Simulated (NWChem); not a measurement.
System: SiH2O2IF; SMILES O[Si](O)(F)I

Here is an NWChem input.

```
start job
memory heap 200 mb stack 900 mb global 1100 mb
geometry units angstroms noautosym nocenter noautoz
  O      0.361103    -1.880266     1.463604
  Si     0.007301    -1.262271    -0.002325
  O     -1.424917    -1.858225    -0.523760
  F      1.214564    -1.694382    -0.967966
  I     -0.051309     1.172225    -0.023579
  H     -0.320121    -1.853696     2.141798
  H     -1.850590    -1.428233    -1.271944
end
basis spherical
  * library def2-svpd
end
ecp
  I library def2-ecp
end
dft
  xc pbe0
  iterations 150
end
property
  response 1 0.0
end
task dft property
```

NWChem printed, in part:

```
             Northwest Computational Chemistry Package (NWChem) 7.3.0
             --------------------------------------------------------

                             Geometry "geometry" -> ""
                             -------------------------

 Output coordinates in angstroms (scale by  1.889725989 to convert to a.u.)

  No.       Tag          Charge          X              Y              Z
 ---- ---------------- ---------- -------------- -------------- --------------
    1 O                    8.0000     0.36110300    -1.88026600     1.46360400
    2 Si                  14.0000     0.00730100    -1.26227100    -0.00232500
    3 O                    8.0000    -1.42491700    -1.85822500    -0.52376000
    4 F                    9.0000     1.21456400    -1.69438200    -0.96796600
    5 I                   53.0000    -0.05130900     1.17222500    -0.02357900
    6 H                    1.0000    -0.32012100    -1.85369600     2.14179800
    7 H                    1.0000    -1.85059000    -1.42823300    -1.27194400

 Effective nuclear repulsion energy (a.u.)     563.2500041148

                                 NWChem DFT Module
                                 -----------------

 Summary of "ao basis" -> "ao basis" (spherical)
 ------------------------------------------------------------------------------
       Tag                 Description            Shells   Functions and Types
 ---------------- ------------------------------  ------  ---------------------
 O                         def2-svpd                 9       23   4s3p2d
 Si                        def2-svpd                10       24   5s3p2d
 F                         def2-svpd                 9       23   4s3p2d
 I                         def2-svpd                13       35   5s5p3d
 H                         def2-svpd                 4        8   2s2p

            General Information
            -------------------
          SCF calculation type: DFT
          Wavefunction type:  closed shell.
          No. of atoms     :     7
          No. of electrons :    66
           Alpha electrons :    33
            Beta electrons :    33
          Charge           :     0
          Spin multiplicity:     1
          Use of symmetry is: off; symmetry adaption is: off
          Maximum number of iterations: 150
          AO basis - number of functions:   144
                     number of shells:    58
          Convergence on energy requested:  1.00D-06
          Convergence on density requested:  1.00D-05
          Convergence on gradient requested:  5.00D-04

              XC Information
              --------------
                         PBE0 Method XC Functional
                     Hartree-Fock (Exact) Exchange  0.250
          PerdewBurkeErnzerhof Exchange Functional  0.750
            Perdew 1991 LDA Correlation Functional  1.000 local
           PerdewBurkeErnz. Correlation Functional  1.000 non-local

             Grid Information
             ----------------
          Grid used for XC integration:  medium
          Radial quadrature: Mura-Knowles
          Angular quadrature: Lebedev.
          Tag              B.-S. Rad. Rad. Pts. Rad. Cut. Ang. Pts.
          ---              ---------- --------- --------- ---------
          O                   0.60       49          13.0       434
          Si                  1.10       88          12.0       590
          F                   0.50       49          13.0       434
          I                   1.40      123          12.0       590
          H                   0.35       45          13.0       434
          Grid pruning is: on
          Number of quadrature shells:   448
          Spatial weights used:  Erf1

      Superposition of Atomic Density Guess
      -------------------------------------

 Sum of atomic energies:        -885.54988158

      Non-variational initial energy
      ------------------------------

 Total energy =    -836.381089
 1-e energy   =   -1979.428575
 2-e energy   =     783.937005
 HOMO         =      -0.360559
 LUMO         =       0.001808

   convergence    iter        energy       DeltaE   RMS-Dens  Diis-err
 ---------------- ----- ----------------- --------- --------- ---------
 d= 0,ls=0.0,diis     1   -838.1435751517 -1.20D+03  1.67D-02  1.12D+00
 d= 0,ls=0.0,diis     2   -838.0720684653  7.15D-02  7.92D-03  2.07D+00
 d= 0,ls=0.0,diis     3   -838.2662245132 -1.94D-01  9.80D-04  1.75D-02
 d= 0,ls=0.0,diis     4   -838.2674259172 -1.20D-03  5.06D-04  2.75D-03
 d= 0,ls=0.0,diis     5   -838.2677912103 -3.65D-04  1.17D-04  2.27D-04
  Resetting Diis
 d= 0,ls=0.0,diis     6   -838.2678267508 -3.55D-05  1.58D-05  6.48D-06
 d= 0,ls=0.0,diis     7   -838.2678271864 -4.36D-07  1.44D-05  1.81D-06
 d= 0,ls=0.0,diis     8   -838.2678269843  2.02D-07  8.39D-06  4.18D-06

         Total DFT energy =     -838.267826984253
      One electron energy =    -1982.040883919903
           Coulomb energy =      855.951478624279
    Exchange-Corr. energy =      -71.288902808184
 Nuclear repulsion energy =      359.110481119554

 Numeric. integr. density =       65.999989273233

                       DFT Final Molecular Orbital Analysis
                       ------------------------------------

[...]

 DFT Linear Response polarizability / au
 Frequency  =       0.0000000 / au
              X              Y              Z
 -----------------------------------------------
 X      58.9273686      1.2279967      1.3509802
 Y       1.2279988     78.4148643     -1.5479529
 Z       1.3510054     -1.5479913     60.1493320
 -----------------------------------------------
 Eigenvalues =      57.8840335     78.6081302     60.9994012
 Isotropic   =      65.8305216
 Anisotropic =      19.3553744
 -----------------------------------------------

 Magnetic Dipole Response Matrix (nonzero elements):

 Exiting AOResponse driver routine
```

Level: PBE0/def2-SVPD with def2 effective core potentials on I. The geometry was optimised at PBE0/def2-SVP. No frequency run checked for a minimum. def2 effective core potentials on I; no spin-orbit coupling.
